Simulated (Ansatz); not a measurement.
Cd₂F₂⁺, relaxed as a doublet with UKS r2SCAN-D4/def2-TZVP in Ansatz, starting from the GFN1-xTB geometry. Force threshold 0.02 eV/Å.

In the def2 sets Cd takes a core potential; there is no spin–orbit coupling. The relaxation made no stability test and no search for a lower SCF solution. The structure comes from a short search, and lower isomers may exist.

Start:

```
atom   x (Å)   y (Å)   z (Å)
 Cd1   0.076   0.315  -0.912
 Cd2  -0.718   0.305   2.720
  F3  -0.168  -0.630   0.729
  F4   0.809   0.010  -2.537
```

(1) Estimate the energy that the relaxation releases and the steps that it takes.

(2) Does the start keep its bonding?

(3) Predict the relaxed structure.

## Answers

(1) 0.88 eV, in 7 steps; 22 s on 4 threads of Arm Neoverse V1 on a shared host. No frequencies were taken in this run, so the end may be a saddle point.

(2) By distances, no bond broke or formed. The bond that changes most is Cd1–F3, from 1.91 to 2.01 Å (atoms count from 1).

(3) 
Cartesian coordinates in Å:
```
Cd 0.2842 -0.0030 -1.0381
Cd -0.8268 0.0024 3.0110
F -0.2532 -0.0179 0.8965
F 0.7958 0.0185 -2.8694
```
Bond lengths (bridged metal pairs left out): 3 × Cd–F 1.90 to 2.19 Å.
